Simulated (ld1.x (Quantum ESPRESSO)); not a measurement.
Values are calculated unless marked as measured or tabulated.
# Pseudopotentials across the periodic table

Generated with ld1.x 7.5 (TM, RRKJ, ultrasoft, PAW), atompaw 4.2 or ONCVPSP 4.0.1. The cutoff is in Ry: for ld1.x and atompaw files where the sum of valence levels is converged to 10 mRy in a Bessel basis, for ONCV files where the hardest occupied wave has 1 mHa per electron of residual kinetic energy. The error is the largest all-electron minus pseudo excitation energy over each file’s own four to seven test configurations (ionisations up to +4, promotions, holes and added fractions of an electron), all of which were solved. The labels leave out finer settings (local radius, basis sizes, second energies), which also bear on the numbers. Spin-polarised tests are not counted. The rows are a selection from randomly drawn settings: files with unsolved tests, undetermined cutoffs or missed reference levels are left out.

A true bound ghost makes a file unfit for plane-wave use even where its test errors are small: the radial tests pick states by their node count and pass the ghost by.

```tsv
element	potential	cutoff (Ry)	largest error (meV)	bound ghosts
Cl	ultrasoft, PBE, non-relativistic, rc 1.45/1.30 (sp), local smoothed, core correction no, reference 3s2 3p4.5	18	+30	none
Os	RRKJ, PBE, fully relativistic, rc 2.20/1.60/1.80 (spd), local s, core correction yes, reference 5p6 5d6 6s2 6p0	55	-749	none
```

Task: Fill in the row for Ru: RRKJ, PBEsol, scalar-relativistic, rc 0.95/1.70/1.55/1.60 (spdf), local d, core correction yes, reference 4s2 4p6 4d6.5 5s0 5p0.

Result: cutoff 140 Ry, largest error -64 meV, bound ghosts: none.

Task: Fill in the row for Te: TM, PBE, scalar-relativistic, rc 1.60/1.85/1.75 (spd), local smoothed, core correction no, reference 5s2 5p3.

Result: cutoff 35 Ry, largest error -61 meV, bound ghosts: d, s.

Task: Fill in the row for Tl: TM, PBE, scalar-relativistic, rc 1.95/2.60/1.75 (spd), local s, core correction no, reference 5d10 6s2 6p0.5.

Result: cutoff 50 Ry, largest error -24 meV, bound ghosts: none.
